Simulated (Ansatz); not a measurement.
Calculated with Ansatz (gas phase, PBE0-D4/def2-TZVP geometries, no zero-point term in ΔE). CCSD(T)/CBS adds triple-zeta CCSD(T) − MP2 to the extrapolated MP2 energy (def2 sets, frozen cores). This one scheme is used for every species. Functionals use def2-TZVPP. Each species was taken in one conformer, which may not be the lowest.

Consider the cleavage of the Si–Si bond: `BC(F)[SiH2][SiH3]` + `C#CS` → `C#CS[SiH3]` + `BC(F)[SiH3]`.

CCSD(T)/CBS gives -58.5 kJ/mol.

Q: Another level gave -67.9 kJ/mol. Which?
A. SCS-MP2/def2-TZVPP
B. PBE0-D4/def2-TZVPP
C. PBE/def2-TZVPP
D. ωB97X-V/def2-TZVPP

A: A. SCS-MP2/def2-TZVPP -67.9, PBE -44.9, ωB97X-V -56.2, PBE0-D4 -49.0 kJ/mol.

Largest T1 diagnostic among the species: 0.014.

In def2-TZVPP, CCSD(T) changes the Hartree–Fock value by +15.9 kJ/mol (the triples alone add +1.2 kJ/mol) and MP2 by +4.9 kJ/mol. From PBE to PBE0 (25 % exact exchange), in def2-TZVPP and without D4, ΔE moves by −4.7 kJ/mol.
